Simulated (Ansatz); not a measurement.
Isolated molecules relaxed with PBE0-D4/def2-TZVP in Ansatz; ΔE leaves out vibrations. CBS: MP2 limit from def2 TZ/QZ plus the TZ coupled-cluster correction, frozen cores. Functionals use def2-TZVPP. Each species was taken in one conformer, which may not be the lowest.

Reaction (ligand exchange at a B–O bond): `B[O][Al]([Cl])[Cl]` + `BNCC` → `BN(B)CC` + `[OH][Al]([Cl])[Cl]`

| species | BLYP-D4 energy (Eh) |
| --- | --- |
| `B[O][Al]([Cl])[Cl]` | -1264.40139 |
| `BNCC` | -160.64795 |
| `BN(B)CC` | -186.10495 |
| `[OH][Al]([Cl])[Cl]` | -1238.92809 |

Work out ΔE.

ΔE = (-186.10495) + (-1238.92809) − (-1264.40139) − (-160.64795) = 0.01630 Eh = +10.2 kcal/mol. CCSD(T)/CBS gives +8.4 kcal/mol.

Largest T1 diagnostic among the species: 0.012.

Leaving LDA and LC-ωPBE aside and taking each functional with its dispersion term where it has one, the values, not all of them listed here, spread over 2.3 kcal/mol, from revPBE-D4 to CAM-B3LYP-D4. LDA lies −0.8 kcal/mol from PBE without D4. The D4 term adds −1.2 kcal/mol with B3LYP and −0.6 kcal/mol with PBE0; it sums over pairs of atoms, weighted by their polarisabilities, and B3LYP, whose exchange is more repulsive, gets the larger term.

B3LYP here is the variant with VWN-RPA as its local correlation; programs differ in this.
